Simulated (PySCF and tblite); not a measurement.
Results of a calculation; reference values are marked as such.
System: C₇H₆O₂, numbered as in [O:1]=[CH:2][c:3]1[cH:4][cH:5][cH:6][cH:7][c:8]1[OH:9].

Level: revPBE/pcSseg-1 + D3(BJ), IEF-PCM cyclohexane on GFN2-xTB stationary points, with GFN2-xTB thermal terms. Rate constants are transition-state-theory values, counting equivalent paths, without tunnelling. Run with tblite and PySCF.

(1) How high is the barrier to the rotation about the C3–C2 bond (torsion C4–C3–C2–O1 from -180° to 0°, rising), through which structure does it pass, and what rate follows at 298 K?

## Answers

(1) The electronic barrier is 19.0 kcal/mol and ΔG‡(298 K) 18.1 kcal/mol, over a C1 saddle with an imaginary mode of 169i cm⁻¹ (GFN2-xTB). With 2 equivalent paths, k is 0.62 s⁻¹, a mean lifetime of the start of 1.6 s against this motion. The end lies 8.3 kcal/mol above the start in free energy.
